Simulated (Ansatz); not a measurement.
Reactions of `CNBCl`.

Calculated with Ansatz (gas phase, PBE0-D4/def2-TZVP geometries, no zero-point term in ΔE). CCSD(T)/CBS adds triple-zeta CCSD(T) − MP2 to the extrapolated MP2 energy (def2 sets, frozen cores). This one scheme is used for every species. DFT in def2-TZVPP. def2 core potentials past Kr. For Br, Ge, Y, Zr outer-core shells are correlated without core-valence functions, which leaves a few kJ/mol of doubt a bond. Scalar relativity is left out up to krypton. Each species was taken in one conformer, which may not be the lowest.

```tsv
reaction	CCSD(T)/CBS(def2) (kcal/mol)
`CNBCl` + `C[O][GeH3]` → `ClBC[O][GeH3]` + CH₃NH₂	35.4
`CNBCl` + `[OH][Y]([OH])[OH]` → `C[O][Y]([OH])[OH]` + `NBCl`	?
`CNBCl` + H₂S → `SBCl` + CH₃NH₂	15.7
`CNBCl` + `[CH3][Zr]([NH2])([OH])[OH]` → `C[O][Zr]([CH3])([NH2])[OH]` + `NBCl`	?
`CNBCl` + `OCC(F)(F)F` → `FC(F)(F)COBCl` + CH₃NH₂	3.4
`CNBCl` + HBr → `CNBBr` + HCl	1.0
```

(1) Fill in the missing values. (Estimate.)

Largest T1 diagnostic: 0.016, for `[CH3][Zr]([NH2])([OH])[OH]`.

## Answers

(1) Ansatz gave: `CNBCl` + `[OH][Y]([OH])[OH]` → `C[O][Y]([OH])[OH]` + `NBCl`: +5.9 kcal/mol; `CNBCl` + `[CH3][Zr]([NH2])([OH])[OH]` → `C[O][Zr]([CH3])([NH2])[OH]` + `NBCl`: +4.2 kcal/mol.
